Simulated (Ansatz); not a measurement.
Job for Ansatz (a program for electronic structure): U-r2SCAN/def2-TZVPP on CdH2OSe (SMILES [OH][Cd][SeH]), a point of a bond scan (R = 1.768 Å). Elements past Kr take the def2 small-core potentials; no spin–orbit coupling.

Ansatz 0.2 input:
```yaml
crystal:
  periodic: [false, false, false]
  atoms:
    - {symbol: Cd, position_ang: [0.43542349, -0.58659809, -0.10571507]}
    - {symbol: O, position_ang: [1.50138246, -2.22921268, -0.45382337]}
    - {symbol: H, position_ang: [2.37931999, -2.19685356, -0.05914469]}
    - {symbol: Se, position_ang: [-0.99187593, 1.39292813, 0.21517457]}
    - {symbol: H, position_ang: [-1.68193499, 0.71466256, 1.69470895]}
basis:
  gaussian:
    orbitals: def2-TZVPP
hamiltonian:
  xc: {name: r2SCAN}
magnetization: {spin_polarized: true, initial_magnetization: 0}
```

**Question.** What total energy does the run end on?

**Answer.** -2645.8106 hartree.

**Question.** How many basis functions does it have, and what does it roughly cost on one machine?

**Answer.** 163 functions; roughly 7 core-seconds.
